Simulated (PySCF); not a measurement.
C10H8BN.
Numbering: `[CH:1]#[C:2][C:3]1=[CH:4][CH:5]=[CH:6][N:7]2[CH:8]=[CH:9][CH:10]=[CH:11][B:12]12` (hydrogens: H13 on C1; H14 on C4; H15 on C5; H16 on C6; H17 on C8; H18 on C9; H19 on C10; H20 on C11)

The calculation used PBE0-D3(BJ)/def2-SVP geometry optimisation, gas phase (PySCF).

(1) What internal coordinates does the optimisation give?

Results:

(1) 
| bond | length (Å) | order |
| --- | --- | --- |
| C1≡C2 | 1.216 | triple |
| C2–C3 | 1.423 | single |
| C3=C4 | 1.380 | double |
| C4–C5 | 1.420 | single |
| C5=C6 | 1.363 | double |
| C6–N7 | 1.374 | single |
| N7–C8 | 1.376 | single |
| C8=C9 | 1.361 | double |
| C9–C10 | 1.428 | single |
| C10=C11 | 1.368 | double |
| C11–B12 | 1.519 | single |
| C3–B12 | 1.536 | single |
| N7–B12 | 1.469 | single |
| C1–H13 | 1.074 | single |
| C4–H14 | 1.094 | single |
| C5–H15 | 1.091 | single |
| C6–H16 | 1.093 | single |
| C8–H17 | 1.093 | single |
| C9–H18 | 1.092 | single |
| C10–H19 | 1.095 | single |
| C11–H20 | 1.094 | single |

Orders are formal, as drawn. A selection of angles:
| angle | degrees |
| --- | --- |
| C1–C2–C3 | 178.3 |
| C2–C3–C4 | 120.8 |
| C2–C3–B12 | 120.7 |
| C4–C3–B12 | 118.5 |
| C3–C4–C5 | 121.1 |
| C4–C5–C6 | 121.8 |
| C5–C6–N7 | 122.0 |
| C6–N7–C8 | 119.0 |
| C6–N7–B12 | 120.8 |
| C8–N7–B12 | 120.3 |
| N7–C8–C9 | 122.0 |
| C8–C9–C10 | 121.4 |
| C9–C10–C11 | 120.9 |
| C10–C11–B12 | 119.1 |
| C3–B12–C11 | 127.8 |
| C3–B12–N7 | 115.9 |
| N7–B12–C11 | 116.3 |

Dihedral angles: C2–C3–C4–C5 180° (antiperiplanar); C3–C4–C5–C6 0° (synperiplanar); C4–C5–C6–N7 0° (synperiplanar); C5–C6–N7–C8 180° (antiperiplanar); C6–N7–C8–C9 180° (antiperiplanar); N7–C8–C9–C10 0° (synperiplanar); C8–C9–C10–C11 0° (synperiplanar); C9–C10–C11–B12 0° (synperiplanar); C10–C11–B12–C3 180° (antiperiplanar); C2–C3–B12–C11 0° (synperiplanar); C6–N7–B12–C11 180° (antiperiplanar).

N7 (ring nitrogen) is planar (angles 120.8°, 120.3° and 119.0°, sum 360.0°, 0.00 Å off the plane of its three neighbours). The 6-membered ring N7–C8–C9–C10–C11–B12 has internal angles of 116.3° to 122.0° (sum 720°, against 720° for a flat polygon); it is planar, 0.00 Å rms from its mean plane, widest ring torsion 0°. The C–C distances run from 1.216 Å (C1≡C2, drawn triple) to 1.428 Å (C9–C10, drawn single), a spread of 0.212 Å. The 6-membered ring C3–C4–C5–C6–N7–B12 has internal angles of 115.9° to 122.0° (sum 720°, against 720° for a flat polygon); it is planar, 0.00 Å rms from its mean plane, widest ring torsion 0°. The 12 heavy atoms lie in one plane (0.001 Å rms). Of the pairs four or more bonds apart, H16···H17 is among the closest relative to their van der Waals radii: 2.20 Å, 92 % of the sum of Bondi's values. B12 (ring boron) is planar (angles 127.8°, 116.3° and 115.9°, sum 360.0°, 0.00 Å off the plane of its three neighbours).

Point group: Cs (every atom within 0.08 Å of its image). Stationary, but not proved a minimum.
